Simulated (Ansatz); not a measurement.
Born–Oppenheimer molecular dynamics of F$_{2}$GeH$_{7}$NO$_{2}$Si (14 atoms, charge 0, multiplicity 1). It starts at the highest image of a converged band, a first-order saddle point between two minima.

The calculation used RHF/def2-SVP in Ansatz.

| Property | Result |
| --- | --- |
| ensemble | NVE (velocity Verlet) |
| time step | 0.5 fs |
| steps asked | 200 |
| starting velocities drawn for | 300 K |
| seed | 3341 |

First frame:

```xyz
14
Properties=species:S:1:pos:R:3
Ge 0.219 -0.340 -0.339
F -0.902 -1.139 1.518
F 1.336 0.030 -1.581
O 0.060 1.156 0.496
H -0.513 1.088 1.248
O -1.075 -1.108 -1.177
H -1.764 -1.389 -0.589
N 1.198 -1.619 0.687
H 1.244 -2.490 0.177
Si 2.751 -1.250 1.515
H 2.999 -2.339 2.479
H 3.830 -1.197 0.513
H 2.576 0.042 2.196
H 0.222 -1.615 1.360
```

How far do the bonds stretch over the last three quarters of this one trajectory? (Pairs bonded in most of those frames.)


```
    bond  mean (Å)  spread (Å)  shortest  longest
  Ge1–F3     1.713       0.022      1.68     1.75
  Ge1–O4     1.734       0.010      1.72     1.75
  Ge1–O6     1.733       0.017      1.70     1.76
  Ge1–N8     1.830       0.051      1.76     1.96
  F2–H14     0.925       0.043      0.86     1.09
   O4–H5     0.946       0.015      0.92     0.97
   O6–H7     0.946       0.008      0.93     0.96
   N8–H9     1.009       0.010      0.99     1.03
 N8–Si10     1.768       0.021      1.73     1.80
Si10–H11     1.484       0.023      1.44     1.53
Si10–H12     1.481       0.014      1.45     1.50
Si10–H13     1.474       0.007      1.46     1.49
```

Mean temperature of the second half: 456 K. The conserved energy stayed within 0.14 meV per atom of its start (net change -0.074 meV per atom), so the integration is sound. The kinetic energy rose, since the run started high on the potential surface and went downhill. It ends in pieces (FGeH6NO2Si + FH), so much of that is their flight and rotation, not heat. A run of 0.1 ps of so small a system gives no equilibrium averages. The orbitals stay closed-shell, which can raise the energy where a bond breaks towards radicals; this wasn't checked here.

Time of the run: 8.2 min on 4 threads of Arm Neoverse V2, with other jobs on the host, peak memory 0.51 GiB.
